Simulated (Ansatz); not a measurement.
CH₃F₃OSi, SMILES `OC(F)[SiH](F)F`, relaxed with RKS PBE0-D4/def2-TZVP in the Gaussian-basis code of Ansatz from a PBE-D4/def2-SVP geometry. The force threshold is 0.005 eV/Å; the program also tests the step.

The species carries charge 0 and has multiplicity 1.

Start:

```xyz
9

O     1.312   -0.778    0.608
C     0.604    0.358    0.266
F     1.253    1.079   -0.760
Si   -1.055   -0.218   -0.472
F    -1.917   -0.986    0.677
F    -1.905    1.102   -0.902
H     2.103   -0.524    1.122
H     0.489    1.075    1.117
H    -0.883   -1.109   -1.655
```

Q: How much energy does the relaxation release, and in how many steps? (Best estimate.)

A: Ansatz gave: 0.09 eV, in 9 steps.

Q: Which bonds change most? (An estimate is asked.)

A: Ansatz gave: Si4–F6 from 1.628 to 1.584 Å; Si4–F5 from 1.629 to 1.585 Å; C2–H8 from 1.119 to 1.098 Å; Si4–H9 from 1.490 to 1.472 Å.

Q: Give the relaxed structure. (An estimate is asked.)

A: Computed: 
```xyz
9

O     1.324   -0.765    0.570
C     0.592    0.357    0.260
F     1.251    1.115   -0.709
Si   -1.059   -0.217   -0.474
F    -1.892   -0.926    0.672
F    -1.869    1.067   -0.925
H     2.090   -0.525    1.102
H     0.469    1.026    1.122
H    -0.906   -1.132   -1.617
```
